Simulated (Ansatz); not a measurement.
`CC[Si]Br` + HCl → `CC[Si]Cl` + HBr  (ligand exchange at the Si–Br bond)

Computed with Ansatz on PBE0-D4/def2-TZVP structures; ΔE is electronic, products minus reactants. CCSD(T)/CBS is the MP2 limit (def2-TZVPP, def2-QZVPP) plus CCSD(T) − MP2 in def2-TZVPP, frozen cores. This one scheme is used for every species. DFT in def2-TZVPP. B3LYP here is the variant with VWN-RPA as its local correlation; programs differ in this. HSE06 is defined as in plane-wave codes. For Br outer-core shells are correlated without core-valence functions, which leaves a few kJ/mol of doubt a bond. Scalar relativity is left out up to krypton. Each species was taken in one conformer, which may not be the lowest.

| level | ΔE (kJ/mol) | difference from CCSD(T)/CBS |
| --- | --- | --- |
| LDA (SPW92) | 1.0 | -2.2 |
| revPBE-D4 | 1.3 | -1.9 |
| BLYP-D4 | -0.5 | -3.7 |
| r2SCAN-D4 | 1.1 | -2.1 |
| B97M-V | -2.8 | -6.0 |
| PBE0-D4 | 2.6 | -0.6 |
| B3LYP-D4 | 0.3 | -2.9 |
| r2SCANh-D4 | 1.4 | -1.8 |
| r2SCAN0-D4 | 1.9 | -1.3 |
| HSE06-D4 | 2.9 | -0.3 |
| BHLYP-D4 | 1.2 | -2.0 |
| CAM-B3LYP-D4 | -2.2 | -5.4 |
| ωB97M-V | -0.6 | -3.8 |
| B2PLYP | 0.0 | -3.2 |
| PBE-QIDH | 2.5 | -0.7 |
| PBE | 1.5 | -1.7 |
| revPBE | 1.5 | -1.7 |
| BLYP | -1.7 | -4.9 |
| r2SCAN | 1.0 | -2.2 |
| PBE0 | 1.9 | -1.3 |
| B3LYP | -1.0 | -4.2 |
| r2SCANh | 1.2 | -2.0 |
| r2SCAN0 | 1.7 | -1.5 |
| HSE06 | 2.1 | -1.1 |
| BHLYP | -0.9 | -4.1 |
| CAM-B3LYP | -3.0 | -6.2 |
| LC-ωPBE | -1.3 | -4.5 |
| RPA@PBE/def2-TZVPP | 0.4 | -2.8 |
| HF/def2-SVP | -4.1 | -7.3 |
| MP2/def2-SVP | 2.1 | -1.1 |
| CCSD/def2-SVP | -1.3 | -4.5 |
| HF/def2-TZVPP | -0.6 | -3.8 |
| MP2/def2-TZVPP | 2.5 | -0.7 |
| SCS-MP2/def2-TZVPP | 1.0 | -2.2 |
| CCSD/def2-TZVPP | 0.9 | -2.3 |
| CCSD(T)/def2-TZVPP | 1.3 | -1.9 |
| HF/def2-QZVPP | -1.2 | -4.4 |
| MP2/def2-QZVPP | 3.4 | 0.2 |
| SCS-MP2/def2-QZVPP | 1.6 | -1.6 |
| MP2/CBS(def2) | 4.4 | 1.2 |
| CCSD(T)/CBS | 3.2 | 0 |

Largest T1 diagnostic among the species: 0.012.

Leaving LDA and LC-ωPBE aside and taking each functional with its dispersion term where it has one, the values spread over 5.6 kJ/mol, from B97M-V to HSE06-D4. At CCSD(T), def2-SVP lies −4.1 kJ/mol from the extrapolated value and def2-TZVPP −1.9 kJ/mol.

CCSD(T)/CBS has its own doubt, a few kJ/mol and more with outer-core shells, so smaller differences from it don't rank the levels.
